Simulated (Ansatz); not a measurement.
CH4GeO2 (`C[O][Ge][OH]`). Charge 0, multiplicity 1. The structure was optimised at the PBE0-D4/def2-TZVP level. It is one conformer, not always the lowest.

```xyz
8

C    -0.519   -0.841   -0.148
O     0.047   -0.494    1.089
Ge    0.992    0.978    1.467
O     0.995    1.821   -0.111
H    -1.027   -1.803   -0.043
H    -1.263   -0.106   -0.481
H     0.240   -0.948   -0.933
H     0.535    1.394   -0.840
```

(1) What is the dipole moment at r2SCAN/def2-TZVPP? (Estimate.)

(2) And with PBE, B3LYP, ωB97M-V? (An estimate is asked.)

(3) Give the Mulliken charges with r2SCAN, ωB97M-V, PBE in def2-TZVPP. (Estimate.)

Answers

(1) Ansatz gave: 1.65 D, with components (-0.82, -0.82, -1.18) D in this frame, pointing from negative to positive charge.

(2) Ansatz gave: PBE 1.56 D, B3LYP 1.46 D, ωB97M-V 1.43 D.

(3) The calculation gave: 
| atom | r2SCAN | ωB97M-V | PBE |
| --- | --- | --- | --- |
| C1 | -0.01 | -0.22 | -0.16 |
| O2 | -0.42 | -0.42 | -0.35 |
| Ge3 | 0.52 | 0.55 | 0.45 |
| O4 | -0.45 | -0.44 | -0.39 |
| H5 | 0.06 | 0.12 | 0.10 |
| H6 | 0.05 | 0.12 | 0.09 |
| H7 | 0.05 | 0.12 | 0.09 |
| H8 | 0.19 | 0.17 | 0.17 |

B3LYP here is the variant with VWN-RPA as its local correlation; programs differ in this.
